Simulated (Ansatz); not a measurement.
Molecule: YO (charge 0, doublet). The spin state was set by rule; other spins were not relaxed. 
Coordinates optimised at B3LYP-D3(BJ)/def2-TZVP (Ansatz, a program for electronic structure):
```
O
Y 1 1.8018
```
Charge 0, spin multiplicity 2.

Parts of the frozen-core correlation energy in def2-SVP (Ansatz, hartree). Frozen orbitals: 5; correlated occupied orbitals by spin: 5 and 4; virtual: 35 and 36. UHF or UKS for open shells. No spin-orbit coupling. In def2 rows, elements after Kr have scalar-relativistic effective core potentials.

| term | value |
|---|---|
| reference (HF) | -112.67071 |
| MP2 opposite-spin | -0.18275 |
| MP2 same-spin | -0.07683 |
| CCSD correlation | -0.24381 |
| (T) | -0.01300 |
| CCSDT minus CCSD(T) | 0.00005 |
| CCSDT(Q) minus CCSD(T) | -0.00143 |
| T1 diagnostic | 0.035 |
| largest doubles amplitude | 0.052 |
| <S^2> of the reference | 0.754 |
